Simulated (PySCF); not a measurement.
## Ti⁺ (titanium, charge +1) across methods

[Ar] 3d2 4s1, high-spin 4F determinant. All numbers are calculated (PySCF 2.14, the non-relativistic Hamiltonian (point nucleus), in aug-cc-pwCVTZ).

```json
{"method": "wB97X-V", "E (hartree)": "-848.997", "mean ε 3p β (eV)": "-49.944", "mean ε 3d α (eV)": "-16.789", "mean ε 4s α (eV)": "-13.122", "Σ⟨r²⟩ (bohr²)": "28.92", "⟨S²⟩": "3.751"}
{"method": "r2SCAN", "E (hartree)": "-849.084", "mean ε 3p β (eV)": "-45.611", "mean ε 3d α (eV)": "-13.104", "mean ε 4s α (eV)": "-10.957", "Σ⟨r²⟩ (bohr²)": "28.71", "⟨S²⟩": "3.751"}
{"method": "wB97M-V", "E (hartree)": "-849.065", "mean ε 3p β (eV)": "-49.953", "mean ε 3d α (eV)": "-16.811", "mean ε 4s α (eV)": "-13.155", "Σ⟨r²⟩ (bohr²)": "29.09", "⟨S²⟩": "3.751"}
{"method": "PBE0", "E (hartree)": "-848.923", "mean ε 3p β (eV)": "-47.347", "mean ε 3d α (eV)": "-14.448", "mean ε 4s α (eV)": "-11.424", "Σ⟨r²⟩ (bohr²)": "28.78", "⟨S²⟩": "3.751"}
{"method": "BP86", "E (hartree)": "-849.213", "mean ε 3p β (eV)": "-44.945", "mean ε 3d α (eV)": "-12.739", "mean ε 4s α (eV)": "-10.965", "Σ⟨r²⟩ (bohr²)": "28.67", "⟨S²⟩": "3.750"}
{"method": "UHF", "E (hartree)": "-848.21098", "mean ε 3p β (eV)": "-53.729", "mean ε 3d α (eV)": "-19.446", "mean ε 4s α (eV)": "-12.938", "Σ⟨r²⟩ (bohr²)": "29.24", "⟨S²⟩": "3.753"}
{"method": "LDA", "E (hartree)": "-847.053", "mean ε 3p β (eV)": "-44.906", "mean ε 3d α (eV)": "-12.612", "mean ε 4s α (eV)": "-11.011", "Σ⟨r²⟩ (bohr²)": "28.67", "⟨S²⟩": "3.750"}
```

Task: Estimate the same row for PBE.

Result: E (hartree) = -848.881; mean ε 3p β (eV) = -44.805; mean ε 3d α (eV) = -12.648; mean ε 4s α (eV) = -10.795; Σ⟨r²⟩ (bohr²) = 28.84; ⟨S²⟩ = 3.750.
